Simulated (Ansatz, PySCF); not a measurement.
Caution: the highest occupied level lies above zero, so the state may not be bound. This triplet is an excited state, 0.75 eV above the relaxed singlet at the level B3LYP/aug-cc-pVTZ // PBE0-D3(BJ)/def2-TZVPD (Ansatz, an electronic-structure program).

**C$_{3}$H$_{6}$Al, SMILES `[Al-]([CH3])[CH]=C` (excited triplet; C–C–Al–C torsion 0°) (charge -1, multiplicity 3)**

Calculation: PBE0-D3(BJ)/def2-TZVPD (PySCF).

```
Quantity                                          Value
-----------------------------  ------------------------
highest occupied spin orbital                   1.31 eV
total energy                               -360.0921 Ha
cost                           roughly 2.8 core-minutes
```

```xyz
10

C     -1.7394     0.3521    -0.4207
C     -1.3418    -0.7393     0.2814
Al     0.4533    -1.1693     0.9202
C      1.9303     0.1447     0.5145
H     -2.7714     0.5108    -0.7395
H     -1.0402     1.1371    -0.7066
H     -2.1403    -1.4551     0.5042
H      1.7052     1.1282     0.9466
H      2.8931    -0.1839     0.9195
H      2.0512     0.2747    -0.5685
```
Charge -1, spin multiplicity 3.
